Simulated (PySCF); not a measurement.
SnH₄, SMILES [SnH4].

Geometry optimised at B3LYP-D3(BJ)/def2-TZVPD. The isomer is the one that the SMILES or the coordinates give; other isomers of the formula were not compared. The def2 effective core potentials stand for the cores of Sn; spin–orbit coupling is left out.

Level of theory: IEF-PCM-M06-2X/def2-TZVPD run with PySCF.

The values are the electrostatic part of the solvation free energy, E(continuum) − E(gas) at the gas-phase geometry, in a cavity of scaled van der Waals radii (PySCF's table); cavitation and dispersion terms are not included. A continuum can't describe solvent molecules that bind to the metal. In vacuum the orbital gap is 10.51 eV. The dipole moment in vacuum is 0.00 D.

Computed values in water (ε = 78.36), chloroform (ε = 4.71), ethanol (ε = 24.85):
```tsv
solvent	ε	ΔG(elec) (kcal/mol)	dipole (D)	gap (eV)
water	78.36	-0.4	0.00	10.51
chloroform	4.71	-0.3	0.00	10.51
ethanol	24.85	-0.4	0.00	10.51
```
